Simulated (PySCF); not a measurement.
TPSSh on As⁻ (arsenic, charge -1), [Ar] 3d10 4s2 4p4, high-spin 3P determinant. Calculation: PySCF 2.14, in aug-cc-pVDZ-DK (6s5p3d, 36 functions); scalar relativity by spin-free X2C-1e.

```
cycle= 1 E= -2260.58074059013  delta_E= -0.00875  |g|= 0.0494  |ddm|= 0.313
cycle= 2 E= -2260.58138914572  delta_E= -0.000649  |g|= 0.0211  |ddm|= 0.0931
cycle= 3 E= -2260.58150624901  delta_E= -0.000117  |g|= 0.0033  |ddm|= 0.0365
cycle= 4 E= -2260.58151886389  delta_E= -1.26e-05  |g|= 0.00112  |ddm|= 0.0156
cycle= 5 E= -2260.58152131451  delta_E= -2.45e-06  |g|= 9.86e-05  |ddm|= 0.00707
cycle= 6 E= -2260.58152133134  delta_E= -1.68e-08  |g|= 3.88e-06  |ddm|= 0.000728
cycle= 7 E= -2260.58152133137  delta_E= -2.64e-11  |g|= 2.79e-07  |ddm|= 2.76e-05
converged SCF energy = -2260.58152133137  <S^2> = 2.0064973  2S+1 = 3.0043284
```

Highest occupied orbital energy: 1.495 eV; ⟨L²⟩ = 2.03; populations by l: s 8.00, p 16.00, d 10.00.

Question: Can this result be used?

Answer: With care. The run converged. At TPSSh the highest occupied level has a positive energy, so only the finite basis holds that electron; in a semilocal or global hybrid functional this comes from self-interaction and does not mean that the real anion is unbound.
